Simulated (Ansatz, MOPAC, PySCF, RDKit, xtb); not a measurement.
Dimer: SiH4 (SMILES [SiH4]) (first 5 atoms) with C2H6 (SMILES CC); geometry from B3LYP-D3(BJ)/def2-TZVP, rigid monomers moved along the line of their centres of mass till Si1···C6 is 5.24 Å.
(charge 0, multiplicity 1):
```tsv
atom	x (Å)	y (Å)	z (Å)
Si	-0.0194	0.3052	0.2851
H	-1.4907	0.4006	0.4108
H	0.4357	-1.0132	0.7795
H	0.6167	1.3767	1.0833
H	0.3647	0.4569	-1.1369
C	-0.7162	-0.3032	5.4475
C	0.7638	-0.4630	5.7811
H	-1.0576	-1.0868	4.7681
H	-0.9146	0.6584	4.9701
H	-1.3344	-0.3564	6.3458
H	0.9608	-1.4239	6.2603
H	1.1039	0.3208	6.4607
H	1.3816	-0.4104	4.8828
```

```
level                              interaction energy (meV)  cost
---------------------------------  ------------------------  ----
UFF                                                   -17.6     -
AM1                                                     0.3     -
PM3                                                     1.8     -
GFN1-xTB                                              -14.4     -
PBE-D3(BJ)/def2-TZVPPD                                -16.1    ×1
PBE-D4/def2-TZVPPD                                    -16.0    ×1
BP86/6-31G* (no counterpoise)                           3.3     -
r2SCAN/def2-TZVPPD                                     -3.5    ×1
B3LYP/6-31G* (no counterpoise)                         -0.7     -
B3LYP/6-311+G** (no counterpoise)                       3.4     -
B3LYP/def2-TZVPPD                                       3.8    ×1
B3LYP-D3(BJ)/def2-TZVPPD                              -11.2    ×1
PBE0/def2-TZVPPD                                       -3.3    ×1
PBE0-D3(BJ)/def2-TZVPPD                               -15.5    ×1
PBE0-D4/def2-TZVPPD                                   -15.0    ×1
M06-2X/6-31G* (no counterpoise)                       -10.1     -
wB97X-V/def2-TZVPPD                                   -11.2    ×3
MP2/aug-cc-pV(D+d)Z                                   -10.7     -
CCSD/aug-cc-pV(D+d)Z                                   -9.7     -
CCSD(T)/aug-cc-pV(D+d)Z                               -11.1    ×7
```

The rows run from -17.6 (UFF) to 3.8 meV (B3LYP/def2-TZVPPD). In aug-cc-pV(D+d)Z the value moves MP2 -10.7, CCSD -9.7, CCSD(T) -11.1, a shift of -0.4 from MP2 to CCSD(T). The dispersion term adds -15.0 in B3LYP-D3(BJ), -12.2 in PBE0-D3(BJ), -11.6 in PBE0-D4. The 4 functionals in def2-TZVPPD without D3 or D4 span 15.1, from wB97X-V to B3LYP.

Monomers are frozen at their geometry in the pair; levels with a basis set take the counterpoise correction. Rows marked so take none. RDKit's UFF carries no charges.

Cores are frozen in the correlated methods. Rows in 6-311+G**, 6-31G* carry no dispersion term and start afresh at each structure (6-31G* with six Cartesian d functions). The state that AM1, PM3 reach isn't checked.

Programs: Ansatz (an electronic-structure program) with Gaussian orbitals; MOPAC for AM1, PM3 (differences of heats of formation); PySCF for 6-311+G** rows, 6-31G* rows, the dispersion terms; RDKit for the force fields; xtb for the GFN methods. 

Costs are rough ratios of core time to PBE/def2-TZVPPD (about 10 s over the structures, on one shared machine); a dash marks a level with no comparable run of its own.
